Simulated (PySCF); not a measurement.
# Ionisation energy of Al⁺ by level of theory

Al⁺ [Ne] 3s2 (1S) → Al²⁺ [Ne] 3s1 (2S), as a difference of total energies. All numbers are calculated (PySCF 2.14, the spin-free X2C one-electron Hamiltonian (Gaussian nucleus), in x2c-TZVPPall with one added diffuse shell each of s, p, d type (6s6p4d1f, 51 functions)). Correlated levels: valence and next inner shell: 1s2 frozen. The calculations carry no spin-orbit coupling.

Task: Order these methods by the ionisation energy they give, lowest first.
A. CCSD(T) (valence and next inner shell)
B. SCS-MP2 (valence and next inner shell)
C. MP2 (valence and next inner shell)
D. UHF

Result: D (17.561 eV), C (18.496 eV), B (18.606 eV), A (18.753 eV).

Errors of the correlated levels include the incompleteness of this basis and the frozen core.

For comparison: 18.829 eV (measured; NIST Atomic Spectra Database, ionization energies).
